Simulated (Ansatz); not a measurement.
`[F][Hf]([F])([F])[Br]` + HI → `[F][Hf]([F])([F])[I]` + HBr at 500 K and 1 bar (ligand exchange at the Hf–Br bond).

Calculated with Ansatz (gas phase, PBE0-D4/def2-TZVP geometries, no zero-point term in ΔE). CCSD(T)/CBS is the MP2 limit (def2-TZVPP, def2-QZVPP) plus CCSD(T) − MP2 in def2-TZVPP, frozen cores. Elements past krypton have def2 core potentials. For Br, Hf, I outer-core shells are correlated without core-valence functions, which leaves a few kJ/mol of doubt a bond. Scalar relativity is left out up to krypton.

```csv
species,CCSD(T)/CBS energy (Eh),H − E (kJ/mol),S (J/(mol·K))
`[F][Hf]([F])([F])[Br]`,-2920.92444,58.1,413.4
HI,-298.03592,28.6,221.6
`[F][Hf]([F])([F])[I]`,-645.03670,58.0,421.8
HBr,-2573.91920,30.5,213.7
```

H − E and S are ideal-gas, rigid-rotor, harmonic terms from PBE0-D4/def2-TZVP. 1 Eh = 2625.50 kJ/mol, R = 8.31446 J/(mol·K).

Task: By hand: ΔE, ΔH, ΔS and ΔG.

Result: ΔE = (-645.03670) + (-2573.91920) − (-2920.92444) − (-298.03592) = 0.00446 Eh = 11.7 kJ/mol. Δ(H − E) = 58.0 + 30.5 − 58.1 − 28.6 = 1.8, so ΔH = 13.5 kJ/mol. ΔS = 421.8 + 213.7 − 413.4 − 221.6 = 0.5 J/(mol·K). ΔG = 13.5 − 500 × (0.5)/1000 = 13.2 kJ/mol.

Task: By hand: the equilibrium constant, and the temperature at which ΔG would vanish if ΔH and ΔS stayed fixed.

Result: log₁₀ K = −ΔG/(RT ln 10) = -1.4. ΔG = 0 at ΔH/ΔS = 27000 K, far beyond where these terms or the molecules hold.

The number of gas molecules stays the same, so ΔS is small and ΔH decides. A doubt of 5 kJ/mol in ΔE shifts log₁₀ K by 0.5 here. These are equilibria of isolated gas molecules and say nothing of rates. Largest T1 diagnostic: 0.015 (customary marks: 0.02 for closed shells, 0.045 for open ones).
